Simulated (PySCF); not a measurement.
Start geometry of W(CH)Cl3 (`[CH]#[W]([Cl])([Cl])[Cl]`) from GFN2-xTB (Å):
```
atom  x, y, z in Å
W1     0.0557   -0.0801   -0.4779
C2     0.0009   -0.0053    1.3582
H3    -0.0271    0.0093    2.4144
Cl4    2.2179    0.0045   -1.1446
Cl5   -1.0951    1.8177   -1.1343
Cl6   -1.0893   -1.8421   -1.0851
```

Q: What comes out of this run: PySCF, PBE0-D3(BJ)/def2-SVP geometry optimisation, gas phase, def2 core potentials past Kr?

A: 
```
atom  x, y, z in Å
W1    -0.0555   -0.0152   -0.4974
C2     0.1865   -0.0160    1.2190
H3     0.3352   -0.0145    2.3016
Cl4    2.0510   -0.0213   -1.3403
Cl5   -1.2262    1.8896   -0.8757
Cl6   -1.2278   -1.9187   -0.8765
```

The energy falls by 39.0 kJ/mol over 11 energy and gradient evaluations, the largest force component goes from 0.1112 to 1.9e-04 Eh/bohr, and the atoms move by 0.103 Å rms after alignment. The bond that changes most is W1–C2 (ends: tungsten bonded to C and 3 Cl; carbon bonded to W and H), which shortens by 0.105 Å. Bonds longer at the end by more than 0.005 Å: 2 of 5; shorter: 2. Among the angles that change most is Cl5–W1–Cl6, from 108.8° to 114.2°. Rotational constants go from 1575, 1478, 1031 to 1557, 1547, 992.7 MHz. The orientation of the end geometry is arbitrary; only internal coordinates are fixed.

The run used 105 basis functions and 83 SCF cycles in all.

Whether it is a minimum is left open (no frequencies).
